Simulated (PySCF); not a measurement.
CrO₂F₂, SMILES [O]=[Cr](=[O])([F])[F], multiplicity 1. Heavy atoms are numbered as in [Cr:1](=[O:2])(=[O:3])([F:4])[F:5].

Geometry: B3LYP-D3(BJ)/def2-SVP. The multiplicity is an assumed one; other spin states were not compared. The isomer is the one that the SMILES or the coordinates give; other isomers of the formula were not compared.

Calculation: PBE/pcSseg-1 run with PySCF.

GIAO shieldings, no solvent; atoms alike by connectivity are averaged. δ = σ(ref) − σ: ¹⁷O against H2O (σ = 334.3 ppm); ¹⁹F against CFCl3 (σ = 133.6 ppm), references at their B3LYP-D3(BJ)/def2-TZVP geometries, non-relativistic.

**Question.** Estimate the chemical shifts. (An estimate is asked for; the answer gives what the named calculation found.)

**Answer.** 
```csv
nucleus,atoms,count,δ (ppm)
¹⁷O,O2,2,1296.4
¹⁹F,F4,2,253.7
```
